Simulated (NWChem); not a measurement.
# C₄H₄F₂; SMILES FC1=C[C@@H](F)C1

```xyz
10

F      0.0425    -2.2595    -0.2422
C      0.0608    -0.9469    -0.0285
C      1.0455    -0.0681     0.1813
C      0.0371     1.0301     0.4376
F      0.0756     2.1027    -0.4412
C     -1.1019    -0.0050     0.1305
H      2.1267    -0.1058     0.2113
H      0.0180     1.4383     1.4540
H     -1.6522     0.2368    -0.7837
H     -1.8043    -0.2189     0.9442
```
Atoms are numbered in this order, from 1.

Results from NWChem. Medium grid unless said otherwise, to which SCAN and Minnesota functionals are sensitive. Structure relaxed at the B3LYP/6-31G* (spherical d) level. Total energies of different functionals are on different scales.

| level | energy (Ha) | highest occupied level (eV) | orbital gap (eV) | dipole (D) |
|---|---|---|---|---|
| PBE/def2-TZVP | -354.2136 | -6.53 | 5.53 | 1.26 |
| B3LYP/def2-TZVP | -354.6017 | -7.54 | 7.31 | 1.34 |
| Hartree-Fock/def2-TZVP | -352.7544 | -10.44 | 14.44 | 1.50 |
| PBE0/def2-TZVP | -354.2257 | -7.76 | 7.80 | 1.33 |
| r2SCAN/def2-TZVP | -354.4248 | -6.75 | ? | 1.31 |
| LDA (Slater exchange, VWN5)/def2-TZVP | -351.9220 | -6.72 | 5.45 | 1.31 |

Problem. Some entries are withheld; supply them.

Solution. 
- r2SCAN/def2-TZVP, orbital gap (eV): 5.99
